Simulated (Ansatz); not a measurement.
## Redistribution: AlH2(SH) + Al(CH3)(SH)2 → AlH(SH)2 + AlH(CH3)(SH)

Species: AlH2(SH), singlet; Al(CH3)(SH)2, singlet; AlH(SH)2, singlet; AlH(CH3)(SH), singlet. The partners trade H for SH; both sit on Al, so the bond types are kept.

Shapes, held fixed at every level: PBE0-D4/def2-TZVP. Flexible molecules stand in one conformer, not always the lowest. Programs: Ansatz 0.2.0. Electronic energies: no zero-point or thermal term.

```tsv
level	kind	ΔE (kJ/mol)	less CCSD(T)/CBS estimate
B3LYP-D4/def2-TZVPP	global hybrid	+0.9	-0.1
PBE0-D4/def2-TZVPP	global hybrid	+0.4	-0.6
wB97M-V/def2-TZVPP	range-separated hybrid	+0.5	-0.5
wB97X-V/def2-TZVPP	range-separated hybrid	+0.4	-0.6
B2PLYP/def2-TZVPP	double hybrid	-0.1	-1.1
CCSD(T)/def2-TZVPP	coupled cluster or CI	+1.0	0.0
CCSD(T)/CBS estimate	coupled cluster or CI	+1.0	0.0
```

The highest level, CCSD(T)/CBS estimate, gives ΔE = +1.0 kJ/mol; the levels span -0.1 to +1.0. That is about zero within the method's error. They disagree on the sign: 6 of 7 are positive. The column of differences is taken from that level and isn't an error. No measured value is set beside it here. The CBS estimate extrapolates MP2 from def2-TZVPP and def2-QZVPP and adds CCSD(T) − MP2 in the triple-zeta set, cores frozen.
